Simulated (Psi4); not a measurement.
C₆H₁₅B, triplet, at a GFN2-xTB geometry (a higher spin typed on purpose: for a closed-shell molecule this is an excited state); Psi4 with MP2/6-31G*.

Here is a job for Psi4.
```
memory 2 GB

molecule {
0 3
B    -0.18185573   -0.50090013    0.05313566
C     1.15514182    0.27594748   -0.66198135
C     1.27981259   -0.18155208   -2.09572941
H     2.04049321    0.00469719   -0.09338221
H     1.00563589    1.35375638   -0.60399935
H     0.42865686    0.13615344   -2.69054570
H     1.36553717   -1.26370242   -2.15863874
H     2.18236985    0.25625388   -2.53006721
C    -1.56966173   -0.07850327   -0.63686931
C    -1.89922682    1.42313200   -0.63132452
H    -2.35988854   -0.59158711   -0.07494834
H    -1.67123222   -0.43747898   -1.66477550
H    -1.20685422    1.97137635   -1.26749861
H    -1.83139132    1.82801820    0.37658533
H    -2.90759459    1.60398627   -1.00522160
C     0.09254780   -0.15523243    1.64598135
C     1.03125987   -1.10651205    2.36567935
H    -0.91589679   -0.25814472    2.05385197
H     0.42308362    0.87318884    1.81898999
H     2.04719751   -1.01675368    1.98506220
H     0.70890391   -2.13767891    2.24088217
H     1.06101737   -0.88126212    3.43349057
}

set {
  basis 6-31g*
  reference uhf
}

energy('mp2')
print_variables()
```

### Question
Predict the main parts of the log of this Psi4 run.

### Answer

```
    SCF Algorithm Type (re)set to DF.

   => Loading Basis Set <=

    Name: 6-31G*
    Role: ORBITAL
    Keyword: BASIS

         ---------------------------------------------------------
                                   SCF
               by Justin Turney, Rob Parrish, Andy Simmonett
                          and Daniel G. A. Smith
                              UHF Reference
         ---------------------------------------------------------

  ==> Geometry <==

    Molecular point group: c1
    Full point group: C1

    Geometry (in Angstrom), charge = 0, multiplicity = 3:

       Center              X                  Y                   Z               Mass
    ------------   -----------------  -----------------  -----------------  -----------------
         B           -0.176243702453    -0.481179605714     0.050766938200    11.009305360000
         C            1.160753847547     0.295668004286    -0.664350071800    12.000000000000
         C            1.285424617547    -0.161831555714    -2.098098131800    12.000000000000
         H            2.046105237547     0.024417714286    -0.095750931800     1.007825032230
         H            1.011247917547     1.373476904286    -0.606368071800     1.007825032230
         H            0.434268887547     0.155873964286    -2.692914421800     1.007825032230
         H            1.371149197547    -1.243981895714    -2.161007461800     1.007825032230
         H            2.187981877547     0.275974404286    -2.532435931800     1.007825032230
         C           -1.564049702453    -0.058782745714    -0.639238031800    12.000000000000
         C           -1.893614792453     1.442852524286    -0.633693241800    12.000000000000
         H           -2.354276512453    -0.571866585714    -0.077317061800     1.007825032230
         H           -1.665620192453    -0.417758455714    -1.667144221800     1.007825032230
         H           -1.201242192453     1.991096874286    -1.269867331800     1.007825032230
         H           -1.825779292453     1.847738724286     0.374216608200     1.007825032230
         H           -2.901982562453     1.623706794286    -1.007590321800     1.007825032230
         C            0.098159827547    -0.135511905714     1.643612628200    12.000000000000
         C            1.036871897547    -1.086791525714     2.363310628200    12.000000000000
         H           -0.910284762453    -0.238424195714     2.051483248200     1.007825032230
         H            0.428695647547     0.892909364286     1.816621268200     1.007825032230
         H            2.052809537547    -0.997033155714     1.982693478200     1.007825032230
         H            0.714515937547    -2.117958385714     2.238513448200     1.007825032230
         H            1.066629397547    -0.861541595714     3.431121848200     1.007825032230

  Running in c1 symmetry.

  Rotational constants: A =      0.08663  B =      0.05940  C =      0.04050 [cm^-1]
  Rotational constants: A =   2596.95682  B =   1780.77173  C =   1214.02188 [MHz]
  Nuclear repulsion =  297.960380320611307

  Charge       = 0
  Multiplicity = 3
  Electrons    = 56
  Nalpha       = 29
  Nbeta        = 27

  ==> Algorithm <==

  SCF Algorithm Type is DF.
  DIIS enabled.
  MOM disabled.
  Fractional occupation disabled.
  Guess Type is SAD.
  Energy threshold   = 1.00e-08
  Density threshold  = 1.00e-08
  Integral threshold = 1.00e-12

  ==> Primary Basis <==

  Basis Set: 6-31G*
    Blend: 6-31G*
    Number of shells: 72
    Number of basis functions: 135
    Number of Cartesian functions: 135
    Spherical Harmonics?: false
    Max angular momentum: 2

   => Loading Basis Set <=

    Name: (6-31G* AUX)
    Role: JKFIT
    Keyword: DF_BASIS_SCF

  ==> Integral Setup <==

  SCF_SUBTYPE=INCORE selected. In-core MEM_DF algorithm will be used.
  Using in-core AOs.

  ==> MemDFJK: Density-Fitted J/K Matrices <==

    J tasked:                   Yes
    K tasked:                   Yes
    wK tasked:                   No
    Algorithm:                 Core
    Schwarz Cutoff:           1E-12
    Mask sparsity (%):       3.2483
    Fitting Condition:        1E-10

   => Auxiliary Basis Set <=

  Basis Set: (6-31G* AUX)
    Blend: CC-PVDZ-JKFIT
    Number of shells: 303
    Number of basis functions: 942
    Number of Cartesian functions: 942
    Spherical Harmonics?: false
    Max angular momentum: 3

  Minimum eigenvalue in the overlap matrix is 2.9607101486E-03.
  Reciprocal condition number of the overlap matrix is 3.9689306465E-04.
    Using symmetric orthogonalization.

  ==> Pre-Iterations <==

  SCF Guess: Superposition of Atomic Densities via on-the-fly atomic UHF (no occupation information).

   -------------------------
    Irrep   Nso     Nmo
   -------------------------
     A        135     135
   -------------------------
    Total     135     135
   -------------------------

  ==> Iterations <==

                           Total Energy        Delta E     RMS |[F,P]|

   @DF-UHF iter SAD:  -259.19086311108731   -2.59191e+02   0.00000e+00
   @DF-UHF iter   1:  -260.23969769249146   -1.04883e+00   3.96233e-03 ADIIS/DIIS
   @DF-UHF iter   2:  -260.42986983361232   -1.90172e-01   1.75101e-03 ADIIS/DIIS
   @DF-UHF iter   3:  -260.46293573254400   -3.30659e-02   4.45252e-04 ADIIS/DIIS
   @DF-UHF iter   4:  -260.46891957202041   -5.98384e-03   1.37915e-04 ADIIS/DIIS
   @DF-UHF iter   5:  -260.46966868440728   -7.49112e-04   7.44530e-05 DIIS
   @DF-UHF iter   6:  -260.46996855279428   -2.99868e-04   4.56911e-05 DIIS
   @DF-UHF iter   7:  -260.47012853295291   -1.59980e-04   2.91527e-05 DIIS
   @DF-UHF iter   8:  -260.47022307103799   -9.45381e-05   2.24656e-05 DIIS
   @DF-UHF iter   9:  -260.47029547816777   -7.24071e-05   1.33007e-05 DIIS
   @DF-UHF iter  10:  -260.47032491171569   -2.94335e-05   7.58885e-06 DIIS
   @DF-UHF iter  11:  -260.47033302573891   -8.11402e-06   3.10048e-06 DIIS
   @DF-UHF iter  12:  -260.47033392319531   -8.97456e-07   1.04795e-06 DIIS
   @DF-UHF iter  13:  -260.47033398910867   -6.59134e-08   4.15424e-07 DIIS
   @DF-UHF iter  14:  -260.47033399520342   -6.09475e-09   1.73042e-07 DIIS
   @DF-UHF iter  15:  -260.47033399623427   -1.03086e-09   8.23860e-08 DIIS
   @DF-UHF iter  16:  -260.47033399648541   -2.51134e-10   3.35648e-08 DIIS
   @DF-UHF iter  17:  -260.47033399652520   -3.97904e-11   1.51184e-08 DIIS
   @DF-UHF iter  18:  -260.47033399653378   -8.58336e-12   6.56269e-09 DIIS
  Energy and wave function converged.

  ==> Post-Iterations <==

   @Spin Contamination Metric:   1.233295581E-02
   @S^2 Expected:                2.000000000E+00
   @S^2 Observed:                2.012332956E+00
   @S   Expected:                1.000000000E+00
   @S   Observed:                1.000000000E+00

    Orbital Energies [Eh]
    ---------------------

    Alpha Occupied:

[...]
    Alpha Virtual:

[...]
     135A      4.902037

    Beta Occupied:

[...]
    Beta Virtual:

[...]
    Final Occupation by Irrep:
              A
    DOCC [    27 ]
    SOCC [     2 ]
    NA   [    29 ]
    NB   [    27 ]

  @DF-UHF Final Energy:  -260.47033399653378

   => Energetics <=

    Nuclear Repulsion Energy =            297.9603803206113071
    One-Electron Energy =                -940.3060588195825176
    Two-Electron Energy =                 381.8753445024374287
    Total Energy =                       -260.4703339965337818

  UHF NO Occupations:
  HONO-2 :   27  A 1.9970359
  HONO-1 :   28  A 1.0000000
  HONO-0 :   29  A 1.0000000
  LUNO+0 :   30  A 0.0029641
  LUNO+1 :   31  A 0.0010287
  LUNO+2 :   32  A 0.0009174
  LUNO+3 :   33  A 0.0003277

Computation Completed

Properties will be evaluated at   0.000000,   0.000000,   0.000000 [a0]

Properties computed using the SCF density matrix

 Multipole Moments:

 ------------------------------------------------------------------------------------
     Multipole            Electronic (a.u.)      Nuclear  (a.u.)        Total (a.u.)
 ------------------------------------------------------------------------------------

 L = 1.  Multiply by 2.5417464519 to convert [e a0] to [Debye]
 Dipole X            :          0.0676468            0.5938914            0.6615381
 Dipole Y            :         -1.6841420            2.0869176            0.4027755
 Dipole Z            :         -0.0689875           -0.2506693           -0.3196568
 Magnitude           :                                                    0.8378791

 ------------------------------------------------------------------------------------

  //>>>>>>>>>>>>>>>>>>>>>>>>>>>>>>>>>>>//
  //               DFMP2               //
  //<<<<<<<<<<<<<<<<<<<<<<<<<<<<<<<<<<<//

   => Loading Basis Set <=

    Name: (6-31G* AUX)
    Role: RIFIT
    Keyword: DF_BASIS_MP2

	 --------------------------------------------------------
	                          DF-MP2
	      2nd-Order Density-Fitted Moller-Plesset Theory

	        Rob Parrish, Justin Turney, Andy Simmonett,
	           Ed Hohenstein, and C. David Sherrill
	 --------------------------------------------------------

	 --------------------------------------------------------
	                 NBF =   135, NAUX =   602
	 --------------------------------------------------------
	   CLASS    FOCC     OCC    AOCC    AVIR     VIR    FVIR
	   ALPHA       0      29      29     106     106       0
	    BETA       0      27      27     108     108       0
	 --------------------------------------------------------

	-----------------------------------------------------------
	 ==================> DF-MP2 Energies <====================
	-----------------------------------------------------------
	 Reference Energy          =    -260.4703339965337818 [Eh]
	 Singles Energy            =      -0.0000000000000000 [Eh]
	 Same-Spin Energy          =      -0.2078415341182470 [Eh]
	 Opposite-Spin Energy      =      -0.6787414867207902 [Eh]
	 Correlation Energy        =      -0.8865830208390371 [Eh]
	 Total Energy              =    -261.3569170173728367 [Eh]
	-----------------------------------------------------------
	 ================> DF-SCS-MP2 Energies <==================
	-----------------------------------------------------------
	 SCS Same-Spin Scale       =       0.3333333333333333 [-]
	 SCS Opposite-Spin Scale   =       1.2000000000000000 [-]
	 SCS Same-Spin Energy      =      -0.0692805113727490 [Eh]
	 SCS Opposite-Spin Energy  =      -0.8144897840649482 [Eh]
	 SCS Correlation Energy    =      -0.8837702954376971 [Eh]
	 SCS Total Energy          =    -261.3541042919714528 [Eh]
	-----------------------------------------------------------

  Variable Map:
  ----------------------------------------------------------------------------
[...]
  Array Variable Map:
  ----------------------------------------------------------------------------
[...]
[...]
```
